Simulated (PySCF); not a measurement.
From computed data to an observable: oscillator strength and radiative lifetime

1,1-difluoroethane (C2H4F2), SMILES CC(F)F.

Coordinates come from a PBE0-D3(BJ)/def2-SVP optimisation.

PySCF with TDDFT-M06-2X/def2-SVPD puts the first singlet state with f over 0.02 at 10.50 eV (vertical), with the transition dipole (-0.436, 0.524, 0.000) in atomic units.

Question: Find the oscillator strength, the wavelength and the radiative lifetime that this transition would have in vacuum if emission retraced absorption.

Answer: 
|μ|² = 0.4647 au, so |μ| = 1.73 D. ΔE = 10.50/27.211 = 0.3859 hartree. f = (2/3) ΔE |μ|² = 0.120 (the program prints 0.120).
λ = 1239.84/10.50 = 118 nm; ν = 84688 cm⁻¹.
Einstein's coefficient A = 0.6670 ν² f s⁻¹ (ν in cm⁻¹) = 5.7e8 s⁻¹, so τ = 1/A = 1.7 ns. This state is S2; the lower singlet has f = 0.016. The figure is the radiative limit of this one transition; relaxation, internal conversion, crossing to triplets and a medium change what is measured.
